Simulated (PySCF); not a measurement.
## Assignment exercise: C6H6F2

Structure with atom numbers: `[CH2:1]=[CH:2]/[CH:3]=[CH:4]/[CH:5]=[C:6]([F:7])[F:8]`; H(Xn) means a hydrogen on atom n. Ha(C1) is cis to C3; Hb(C1) is trans to C3.

[PySCF 2.14: GFN2-xTB structure; shielding tensors at PBE0/pcSseg-1 (GIAO); J couplings at B3LYP/pcJ-1 (spin–dipole term only in couplings to heteroatoms); non-relativistic; no solvent; one computed conformer]

References, each an isolated molecule treated in the same way: $^{13}$C (σ = 186.93 ppm) and $^{1}$H (σ = 31.72 ppm) vs TMS.

Problem. Assign these signals to the numbered atoms. $^{13}$C{$^{1}$H} NMR (computed): δ 171.6 (C, dd, J = 385.4, 380.8 Hz), 145.3 (CH), 140.3 (CH), 130.0 (CH, dd, J = 7.4, 2.8 Hz), 124.9 (CH2), 90.2 (CH, dd, J = 27.4, 15.6 Hz).

Solution. 
| δ (ppm) | atoms | environment | reason |
| --- | --- | --- | --- |
| 171.6 | C6 | fully substituted alkene carbon | – |
| 145.3 | C2 | alkene CH | the olefinic region |
| 140.3 | C3 | alkene CH | – |
| 130.0 | C4 | alkene CH | – |
| 124.9 | C1 | terminal =CH2 carbon | the olefinic region |
| 90.2 | C5 | alkene CH | – |

Problem. Assign these signals to the numbered atoms. $^{1}$H NMR (500 MHz, computed): δ 6.67 (m, 1H), 6.40 (m, 1H), 6.36 (m, 1H), 5.54 (dt, J = 17.6, 1.0 Hz, 1H), 5.45 (dt, J = 11.4, 1.1 Hz, 1H), 5.18 (m, 1H).

Solution. 
| δ (ppm) | atoms | environment | reason |
| --- | --- | --- | --- |
| 6.67 | H(C2) | hydrogen on an alkene CH | attached to an sp2 carbon and in the plane of the double bond |
| 6.40 | H(C4) | hydrogen on an alkene CH | – |
| 6.36 | H(C3) | hydrogen on an alkene CH | – |
| 5.54 | Ha(C1) | hydrogen on a terminal =CH2 carbon | a vinylic proton, deshielded by the sp2 carbon and the C=C anisotropy |
| 5.45 | Hb(C1) | hydrogen on a terminal =CH2 carbon | – |
| 5.18 | H(C5) | hydrogen on an alkene CH | olefinic region |

H(C4) and H(C3); Ha(C1) and Hb(C1) lie closer than the usual error of such a calculation, so a measured spectrum could show them in the other order.

C–F couplings over four or more bonds (about 3 Hz to the para carbon of a fluoroarene) are left out. Common functionals overestimate the size of one-bond C–F couplings by tens of Hz; these are unscaled. Splittings below 1 Hz are ignored in the labels, and close J values are merged. Unscaled 3J(H,H) at this level run about 10 % above measured values. Shifts are as computed. Against solution values, carbons near 30 ppm lie about +3 ppm off and those near 130 ppm about +5 ppm. Of 1309 compounds with measured shifts, 239 miss one by over three times the rms of a fit or turn the order of signals round; such compounds aren't used in these exercises.
